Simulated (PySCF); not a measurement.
**How the method changes the constants of NiO**

State: ³Σ⁻ (triplet), unpaired electrons π ↑↑. Set-up: basis Ni def2-TZVPPD, O def2-TZVPPD; no relativity; PySCF 2.14. De refers to Ni (3d8 4s2) + O in their high-spin ground configurations, without counterpoise correction. The functionals are run spin-unrestricted. A positive dipole means Ni(−)O(+). Levels whose curve was spin-contaminated or gave no clean fit are not listed.

```tsv
Level	Re (Å)	ωe (cm⁻¹)	De (eV)	μ (D)	CPU s a point (SCF and correlation, without the integrals)
UHF	1.667	834	n/a	-8.44	3.8
UHF-MP2	1.575	899	n/a	n/a	6.7
UHF-SCS-MP2	1.602	858	n/a	n/a	n/a
PBE	1.630	839	n/a	-3.93	4.1
TPSS	1.629	851	n/a	-4.19	7.8
r²SCAN	1.615	877	n/a	-4.34	5.9
TPSSh	1.622	869	n/a	-4.58	6.6
PBE0	1.614	887	n/a	-4.95	8.5
MN15	1.613	892	n/a	-4.63	7
BHandHLYP	1.617	913	n/a	-6.09	8.7
ωB97M-V	1.615	902	n/a	-5.23	15
```

The bond length runs from 1.575 Å (UHF-MP2) to 1.667 Å (UHF).

Correlated steps freeze 6 core orbitals. De is left out where the level can put another filling of the metal’s s and d shells below the measured ground configuration, by anything from nothing to about 1 eV. With d or f electrons several states lie close, and the lowest PBE0 determinant need not be the measured ground state.

The whole job (state search and all levels along the bond) took about 21 min on 2 threads of Arm Neoverse V1 (shared host), peak memory 5.1 GiB.
